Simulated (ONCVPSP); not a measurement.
## Pseudopotential generation for carbon: ONCV, PBE, scalar-relativistic.

```json
{
  "Element": "C (Z = 6)",
  "Generator": "ONCVPSP 4.0.1",
  "Type": "optimised norm-conserving Vanderbilt (ONCV)",
  "Functional": "PBE",
  "Relativity": "scalar-relativistic",
  "Frozen core": "[He]",
  "Valence charge": "4",
  "Reference configuration": "2s1.5 2p2.5",
  "Partial waves": "2s: rc 0.85 bohr, ncon 5, nbas 9, qcut 8.7 1/bohr, 3 projectors, debl 3.6 Ha; 2p: rc 2.00 bohr, ncon 3, nbas 7, qcut 8.7 1/bohr, 2 projectors, debl 3.7 Ha; d scattering state at 0.31 Ha: rc 2.05 bohr, ncon 4, nbas 8, qcut 4.7 1/bohr, 2 projectors, debl 3.1 Ha",
  "Local potential": "polynomial inside 0.65 bohr (lpopt 5, dvloc0 0 Ha)",
  "Core correction": "Teter function, fcfact 3.75, rcfact 1.4"
}
```

All-electron outer shells of the reference configuration (PBE, scalar-relativistic, ld1.x):

```
shell  level (eV)  outermost node (bohr)  outermost maximum (bohr)
   1s     -273.88                      –                      0.17
   2s      -13.98                   0.38                      1.22
   2p       -5.51                      –                      1.20
```

**Question.** Estimate the cutoffs (Ha) at which the residual kinetic energy of the hardest occupied pseudo-wave falls to 1 and 0.1 mHa per electron.

**Answer.** 141 Ha and 295 Ha.

**Question.** Does the potential have ghost states?

**Answer.** Ghosts flagged at negative energy: s at -278.6 eV; GHOST(+) flagged for p at 112.3 eV. A true bound ghost makes a file unfit for plane-wave use.

**Question.** Which valence shell sets the plane-wave cutoff?

**Answer.** 2s: 141 Ha for 1 mHa per electron, against 18 Ha for 2p.

**Question.** Tests: 2s2 2p2; 2s2 2p1; 2s2 2p0; 2s0 2p4. Which has the largest error in its energy relative to the reference configuration, and how large is it?

**Answer.** 2s2 2p0, with +253 meV (all-electron minus pseudo) on +30.78 eV.
